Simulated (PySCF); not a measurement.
Isomers of C6H8F2, one GFN2-xTB conformer each. Single-point energies are computed at PBE0/pcSseg-1 (PySCF, gas phase, no added dispersion term), electronic only.

```tsv
SMILES	GFN2-xTB relative energy (kJ/mol)
CCC1=C(C(F)F)C1	207.9
C#C[C@@H](F)[C@@H](C)CF	169.7
F[C@@H]1CC=C[C@@H](F)C1	7.5
C=C/C=C\CC(F)F	126.8
F[C@@H]1[C@@H]2C[C@@H]2C[C@H]1F	4.4
F[C@@H]1C[C@@H](F)[C@H]2C[C@H]21	0.0
C=C1CC(C(F)F)C1	77.5
F[C@@H]1[C@@H]2CC[C@H](F)[C@H]12	17.3
```

Conformers: `[CH3:1][CH2:2][C:3]1=[C:4]([CH:5]([F:6])[F:7])[CH2:8]1` with C1–C2–C3–C4 -1°, C3–C4–C5–F6 -103°; `[CH:1]#[C:2][C@@H:3]([F:4])[C@@H:5]([CH3:6])[CH2:7][F:8]` with C2–C3–C5–C6 -59°, C3–C5–C7–F8 61°; `[F:1][C@@H:2]1[CH2:3][CH:4]=[CH:5][C@@H:6]([F:7])[CH2:8]1` with F1–C2–C3–C4 -168°, C2–C3–C4–C5 17°, C4–C5–C6–F7 -105°, C5–C6–C8–C2 -46°; `[CH2:1]=[CH:2]/[CH:3]=[CH:4]\[CH2:5][CH:6]([F:7])[F:8]` with C1–C2–C3–C4 -179°, C3–C4–C5–C6 -113°, C4–C5–C6–F7 -65°; `[F:1][C@@H:2]1[C@@H:3]2[CH2:4][C@@H:5]2[CH2:6][C@H:7]1[F:8]` with F1–C2–C3–C4 -65°, C2–C3–C4–C5 -97°, C3–C4–C5–C6 98°, C4–C5–C6–C7 -53°; `[F:1][C@@H:2]1[CH2:3][C@@H:4]([F:5])[C@H:6]2[CH2:7][C@@H:8]12` with F1–C2–C3–C4 -95°, C2–C3–C4–F5 -143°, C3–C4–C6–C7 -51°, C4–C6–C7–C8 97°; `[CH2:1]=[C:2]1[CH2:3][CH:4]([CH:5]([F:6])[F:7])[CH2:8]1` with C3–C4–C5–F6 171°; `[F:1][C@@H:2]1[C@@H:3]2[CH2:4][CH2:5][C@H:6]([F:7])[C@H:8]12` with F1–C2–C3–C4 -15°, C2–C3–C4–C5 -50°, C3–C4–C5–C6 -25°, C4–C5–C6–F7 148°.

Task: What does PBE0/pcSseg-1 give for the same structures?

Result: 
```json
{"SMILES": "F[C@@H]1CC=C[C@@H](F)C1", "PBE0/pcSseg-1 E (Eh)": "-432.61039", "PBE0/pcSseg-1 (kJ/mol)": "0.0", "GFN2-xTB (kJ/mol)": "7.5", "point group": "C1"}
{"SMILES": "F[C@@H]1C[C@@H](F)[C@H]2C[C@H]21", "PBE0/pcSseg-1 E (Eh)": "-432.60060", "PBE0/pcSseg-1 (kJ/mol)": "25.7", "GFN2-xTB (kJ/mol)": "0.0", "point group": "C1"}
{"SMILES": "F[C@@H]1[C@@H]2C[C@@H]2C[C@H]1F", "PBE0/pcSseg-1 E (Eh)": "-432.59602", "PBE0/pcSseg-1 (kJ/mol)": "37.7", "GFN2-xTB (kJ/mol)": "4.4", "point group": "C1"}
{"SMILES": "F[C@@H]1[C@@H]2CC[C@H](F)[C@H]12", "PBE0/pcSseg-1 E (Eh)": "-432.59247", "PBE0/pcSseg-1 (kJ/mol)": "47.0", "GFN2-xTB (kJ/mol)": "17.3", "point group": "C1"}
{"SMILES": "C=C/C=C\\CC(F)F", "PBE0/pcSseg-1 E (Eh)": "-432.58507", "PBE0/pcSseg-1 (kJ/mol)": "66.5", "GFN2-xTB (kJ/mol)": "126.8", "point group": "C1"}
{"SMILES": "C=C1CC(C(F)F)C1", "PBE0/pcSseg-1 E (Eh)": "-432.57994", "PBE0/pcSseg-1 (kJ/mol)": "79.9", "GFN2-xTB (kJ/mol)": "77.5", "point group": "Cs"}
{"SMILES": "C#C[C@@H](F)[C@@H](C)CF", "PBE0/pcSseg-1 E (Eh)": "-432.54059", "PBE0/pcSseg-1 (kJ/mol)": "183.3", "GFN2-xTB (kJ/mol)": "169.7", "point group": "C1"}
{"SMILES": "CCC1=C(C(F)F)C1", "PBE0/pcSseg-1 E (Eh)": "-432.54004", "PBE0/pcSseg-1 (kJ/mol)": "184.7", "GFN2-xTB (kJ/mol)": "207.9", "point group": "C1"}
```

GFN2-xTB puts F[C@@H]1C[C@@H](F)[C@H]2C[C@H]21 lowest instead; measured from each level's own lowest isomer, the values differ by up to 60.3 kJ/mol (C=C/C=C\CC(F)F: 126.8 against 66.5). As drawn, the highest has a three-membered ring and two fluorines on one carbon, which the lowest lacks. Neighbours under 10 kJ/mol apart (F[C@@H]1[C@@H]2C[C@@H]2C[C@H]1F and F[C@@H]1[C@@H]2CC[C@H](F)[C@H]12; C#C[C@@H](F)[C@@H](C)CF and CCC1=C(C(F)F)C1) can change places with a better method, another conformer or zero-point energy.

Task: Which frontier levels, dipoles and rotational constants go with these structures?

Result: 
| SMILES | HOMO (eV, PBE0/pcSseg-1) | LUMO (eV) | dipole (D) | A, B, C (MHz) |
| --- | --- | --- | --- | --- |
| F[C@@H]1CC=C[C@@H](F)C1 | -7.92 | -0.24 | 2.22 | 3058, 1799, 1293 |
| F[C@@H]1C[C@@H](F)[C@H]2C[C@H]21 | -8.47 | 1.31 | 1.21 | 3314, 1838, 1400 |
| F[C@@H]1[C@@H]2C[C@@H]2C[C@H]1F | -8.43 | 1.19 | 2.54 | 2854, 2165, 1419 |
| F[C@@H]1[C@@H]2CC[C@H](F)[C@H]12 | -8.03 | 1.02 | 3.06 | 2794, 2156, 1763 |
| C=C/C=C\CC(F)F | -6.96 | -1.08 | 2.20 | 5000, 833.7, 756.0 |
| C=C1CC(C(F)F)C1 | -7.43 | -0.07 | 2.02 | 4717, 1195, 1033 |
| C#C[C@@H](F)[C@@H](C)CF | -8.24 | 0.23 | 2.16 | 2336, 1518, 1330 |
| CCC1=C(C(F)F)C1 | -7.31 | -0.28 | 2.31 | 2868, 1405, 1050 |
